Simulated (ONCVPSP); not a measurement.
**Ranking ONCV potentials for Ga**

All share these settings but for the change named:

```json
{
  "Element": "gallium (Ga)",
  "Generator": "ONCVPSP 4.0.1",
  "Type": "optimised norm-conserving Vanderbilt (ONCV)",
  "Functional": "PBE",
  "Relativity": "scalar-relativistic",
  "Frozen core": "[Ar]",
  "Valence charge": "13",
  "Reference configuration": "3d10 4s2 4p0.75 (charge +0.25)",
  "Partial waves": "4s: rc 1.80 bohr, ncon 4, nbas 9, qcut 3.9 1/bohr, 2 projectors, debl 3.1 Ha; 4p: rc 2.60 bohr, ncon 3, nbas 7, qcut 3 1/bohr, 2 projectors, debl 0.5 Ha; 3d: rc 1.40 bohr, ncon 4, nbas 9, qcut 12.4 1/bohr, 1 projector",
  "Local potential": "polynomial inside 1.25 bohr (lpopt 2, dvloc0 0 Ha)",
  "Core correction": "Teter function, fcfact 2.5, rcfact 1"
}
```

Test errors are all-electron minus pseudo excitation energies from the reference, over 3d10 4s2 4p1; 3d10 4s2 4p0; 3d10 4s1 4p0; 3d10 4s0 4p3. None of these files shows a bound ghost.

The base gives 37.8 meV.

Of 9 variants that were run, those that failed, showed a ghost or another fault, or gave nearly equal values are left out.

A variant can come out equal or close to the base, since the largest error may sit in a test that the change hardly touches while other tests move.

Task: Rank these variants by their largest absolute test error, smallest first.
A. core correction Teter function, fcfact 2.5, rcfact 1.08
B. core correction Teter function, fcfact 2.5, rcfact 1.92
C. core correction Teter function, fcfact 2.5, rcfact 1.76

Result: B (20.5 meV), C (29.7 meV), A (37.6 meV).
